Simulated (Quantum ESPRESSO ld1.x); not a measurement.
Values are calculated unless marked as measured or tabulated.
All-electron atom: Ta LIV in [Ar] 3d2. Level of theory: scalar-relativistic Kohn-Sham, LDA (Slater exchange, Perdew-Zunger correlation), spin-polarised, spherical densities, point nucleus; open shells are filled with parallel spins first (ld1.x of Quantum ESPRESSO 7.5).

Normalised radial functions P(r) = r R(r), r in bohr:

r          3d up  3d down
0.002024  0.0003   0.0003
0.002513  0.0005   0.0005
0.003118  0.0009   0.0009
0.00387   0.0015   0.0015
0.004803  0.0028   0.0028
0.005961  0.0050   0.0049
0.007399  0.0088   0.0088
0.009182  0.0157   0.0157
0.0114    0.0277   0.0277
0.01414   0.0484   0.0483
0.01755   0.0834   0.0834
0.02179   0.1415   0.1414
0.02704   0.2350   0.2349
0.03356   0.3803   0.3800
0.04165   0.5955   0.5951
0.05169   0.8959   0.8951
0.06415   1.2826   1.2814
0.07962   1.7283   1.7262
0.09882   2.1621   2.1591
0.1226    2.4696   2.4662
0.1522    2.5235   2.5210
0.1889    2.2492   2.2493
0.2345    1.6949   1.6976
0.291     1.0380   1.0421
0.3612    0.4916   0.4949
0.4482    0.1691   0.1709
0.5563    0.0391   0.0397

3d up: eigenvalue -4920.4 eV, 0 radial nodes, <r> = 0.169 bohr, 90 % of the charge inside 0.258 bohr. 3d down (empty): eigenvalue -4904.9 eV, 0 radial nodes, <r> = 0.169 bohr, 90 % of the charge inside 0.258 bohr.
